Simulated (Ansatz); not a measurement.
Isolated molecules relaxed with PBE0-D4/def2-TZVP in Ansatz; ΔE leaves out vibrations. CBS: MP2 limit from def2 TZ/QZ plus the TZ coupled-cluster correction, frozen cores. For Se outer-core shells are correlated without core-valence functions, which leaves a few kJ/mol of doubt a bond. Scalar relativity is left out up to krypton. Each species was taken in one conformer, which may not be the lowest.

`NC(F)O[SiH2]F` + H₂Se → `NC(F)[SeH]` + `O[SiH2]F`  (substitution at a C–O bond)

| level | ΔE (eV) |
| --- | --- |
| HF/def2-TZVPP | 0.37 |
| MP2/def2-TZVPP | 0.12 |
| CCSD/def2-TZVPP | 0.22 |
| HF/def2-QZVPP | 0.37 |

**Question.** What does CCSD(T)/CBS give? (An estimate is asked.)

**Answer.** Computed: +0.14 eV. The listed levels differ from it by 0.23, -0.02, 0.08, 0.23 eV.

Largest T1 diagnostic among the species: 0.012.

In def2-TZVPP, CCSD(T) changes the Hartree–Fock value by −0.18 eV (the triples alone add −0.03 eV) and MP2 by −0.25 eV. From PBE to PBE0 (25 % exact exchange), in def2-TZVPP and without D4, ΔE moves by +0.06 eV.
